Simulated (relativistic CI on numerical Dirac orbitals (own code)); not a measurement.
**Electric-dipole transitions in Co2+**

These numbers are calculated, not measured: Dirac-Coulomb-Breit CI, orbitals from a KLI potential per configuration, model QED (radiative potential, 1s self-energy scaled to tabulated hydrogen-like ionisation energies), valence Slater integrals scaled by 0.85, P86 correlation energy added to each configuration (own radial code, finite nucleus).

Configuration list (outside the closed core [Ar]): 3d7, 3d6 4s, 3d6 4p, 3d5 4s2, 3d6 5s, 3d6 4d, 3d6 5p, 3d5 4s 4p, 3d6 4f, 3d6 5d, 3d6 5f, 3d6 5g, 3d5 4s 5s. Levels of other configurations are missing.

```
λ vac (Å)               Lower                 Upper   A (s⁻¹)  log gf  S velocity/length
   1819.7  3d6 4s 6D_9/2 [18]  3d6 4p 6F°_11/2 [72]  6.63e+08    0.60               0.95
   1827.3  3d6 4s 6D_7/2 [19]   3d6 4p 6F°_7/2 [74]  1.86e+08   -0.13               0.94
   1831.9  3d6 4s 6D_7/2 [19]   3d6 4p 6F°_9/2 [73]  5.73e+08    0.46               0.95
   1840.9  3d6 4s 6D_5/2 [20]   3d6 4p 6F°_7/2 [74]  4.48e+08    0.26               0.96
   1976.8  3d6 4s 6D_9/2 [18]   3d6 4p 6D°_7/2 [66]  1.78e+08   -0.08               0.97
   1987.1  3d6 4s 6D_9/2 [18]   3d6 4p 6D°_9/2 [65]  4.76e+08    0.45               0.99
   1987.4  3d6 4s 6D_7/2 [19]   3d6 4p 6D°_5/2 [67]  2.85e+08    0.00               0.98
   1994.7  3d6 4s 6D_5/2 [20]   3d6 4p 6D°_3/2 [68]  3.59e+08   -0.07               0.99
   1998.5  3d6 4s 6D_7/2 [19]   3d6 4p 6D°_7/2 [66]  2.43e+08    0.07               1.00
```

Terms are leading LS components. Brackets give the number of a level in order of energy, since labels repeat. The list gives strong lines, with weight on those to low levels, among the lowest 200 of 2736 levels, so that lines to higher ones, which can be the strongest, are missing, and without lines across small gaps between configurations, and without 231 lines that miss the measured interval by over 3.5 %, start from a term whose rates miss tabulated ones by over 60 %, have gauges far apart or, lacking measured levels, span too small a gap for the errors found; lines with a level outside our table were not tested and can miss by more. Levels whose partners in the same complex of configurations lie outside the list can be far off, and so can their lines. Rates are taken at the computed energies, electric ones in the length gauge. A velocity-to-length ratio far from 1 marks an uncertain rate.

Correlation outside the listed configurations is missing or only estimated: errors of thousands of cm⁻¹ between configurations and terms are usual at this charge. Rates and lifetimes follow the computed energies and can be off by large factors. The fine structure of a lone outer electron comes out too small, for d and f at times inverted, and misplaced configurations move strength between like terms. 61 of the 61 excited levels that our extract of the measured tables holds in this range could be paired (the sources list more); they are missed by 2284 cm⁻¹ on average and 4829 at most, and levels without a partner can miss by more.
